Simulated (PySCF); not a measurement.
Correlation energy of P (phosphorus, neutral)

[Ne] 3s1 3p3 3d1, high-spin 6D determinant (an excited configuration). Computed with PySCF 2.14 in aug-cc-pV(Q+d)Z (7s6p5d3f2g, 89 functions), with the non-relativistic Hamiltonian (point nucleus). Frozen: [Ne]; 5 electrons correlated.

```json
{"level": "CCSD", "correlation energy (mhartree)": "-41.38"}
{"level": "(T)", "correlation energy (mhartree)": "-0.83"}
{"level": "CCSD(T)", "correlation energy (mhartree)": "-42.21"}
```

Diagnostics: T1 = 0.0038, D1 = 0.0076, largest double amplitude 0.032.

The outer electron is Rydberg-like, and this basis confines it to a smaller radius and binds it less than a complete one would.

Cost of the coupled-cluster step: about 11 core-seconds, for 5 correlated electrons.

Iterations:

```
CC2 = 0
CCSD nocc = (np.int64(5), np.int64(0)), nmo = (84, 84)
frozen orbitals [[0, 1, 2, 3, 4], [0, 1, 2, 3, 4]]
max_cycle = 100
direct = 0
conv_tol = 1e-08
conv_tol_normt = 1e-06
diis_space = 8
diis_start_cycle = 0
Init t2, MP2 energy = -0.0315138656997838
Init E_corr(UCCSD) = -0.0315138657105963
cycle = 1  E_corr(UCCSD) = -0.0387181019862049  dE = -0.00720423628  norm(t1,t2) = 0.0336725
cycle = 2  E_corr(UCCSD) = -0.040593663511698  dE = -0.00187556153  norm(t1,t2) = 0.0103084
cycle = 3  E_corr(UCCSD) = -0.0413913957483675  dE = -0.000797732237  norm(t1,t2) = 0.0035654
cycle = 4  E_corr(UCCSD) = -0.0413776977390207  dE = 1.36980093e-05  norm(t1,t2) = 0.000528115
cycle = 5  E_corr(UCCSD) = -0.0413779461748998  dE = -2.48435879e-07  norm(t1,t2) = 0.000111657
cycle = 6  E_corr(UCCSD) = -0.0413773410185086  dE = 6.05156391e-07  norm(t1,t2) = 2.10839e-05
cycle = 7  E_corr(UCCSD) = -0.0413776309040544  dE = -2.89885546e-07  norm(t1,t2) = 4.01091e-06
cycle = 8  E_corr(UCCSD) = -0.0413775097169474  dE = 1.21187107e-07  norm(t1,t2) = 9.66585e-07
cycle = 9  E_corr(UCCSD) = -0.0413775475491229  dE = -3.78321754e-08  norm(t1,t2) = 2.20897e-07
cycle = 10  E_corr(UCCSD) = -0.041377539350312  dE = 8.19881087e-09  norm(t1,t2) = 4.53062e-08
UCCSD converged
E(UCCSD) = -340.3139730107725  E_corr = -0.04137753935031201
UCCSD(T) correction = -0.000832096824650359
```
